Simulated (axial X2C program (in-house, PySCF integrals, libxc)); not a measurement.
# Working with the constants of SnBr

A bond curve at the CCSD(T) level, 2c, was computed with an axial X2C code built on PySCF integrals (basis Sn dyall-cv3z [11s12p9d4f1g], Br dyall-cv3z [8s9p6d4f1g] (cores contracted in-house)) for the state Ω = 1/2 (⟨Sz⟩ = -0.50, ⟨Lz⟩ = 1.00 at HF). Its fit gives Re = 2.5381 Å, ωe = 240.9 cm⁻¹, ωexe = 0.52 cm⁻¹ and αe = 1.716e-04 cm⁻¹; the masses are 119.9022 and 78.9183 u. Two-component means X2C with spin–orbit coupling and atomic mean-field Coulomb and Gaunt terms.

Correlated methods: 11 electrons correlated (number of frozen shells: Sn 4 s, 3 p, 2 d; Br 3 s, 2 p, 1 d), 273 virtual spin orbitals or spinors in MP2, 90 natural virtuals in coupled cluster.

(1) Find the reduced mass, Be and the force constant.

(2) A Morse curve ties αe to the other constants (Pekeris). How well does that hold?

(3) Where do the fundamental and the first overtone lie?

(4) Estimate the centrifugal constant by the Kratzer relation.

Occupations by symmetry block were frozen at the best pattern of an incomplete PBE0 search. Coupled cluster ran in a truncated set of natural virtual spinors; the MP2 energy of the rest was added. (T) has no such correction and the atoms are truncated less, which lowers De at CCSD(T) by a hundredth of an eV or more. With the outer-core shells frozen, correlated bond lengths of heavy atoms tend to come out a few hundredths of an ångström too long.

Answers

(1) From the CCSD(T) values: μ = 47.5931 u. Be = 16.8576/(μ Re²) = 0.05498 cm⁻¹. k = 5.8918×10⁻⁷ μ ωe² = 1.63 mdyn/Å.

(2) αe(Morse) = 6Be²/ωe × (√(ωexe/Be) − 1) = 1.563e-04 cm⁻¹; the CCSD(T) curve gives 1.716e-04 cm⁻¹, a ratio of 0.91.

(3) ν(1←0) = ωe − 2ωexe = 239.9 cm⁻¹; ν(2←0) = 2ωe − 6ωexe = 478.7 cm⁻¹.

(4) D = 4Be³/ωe² = 1.15e-08 cm⁻¹.
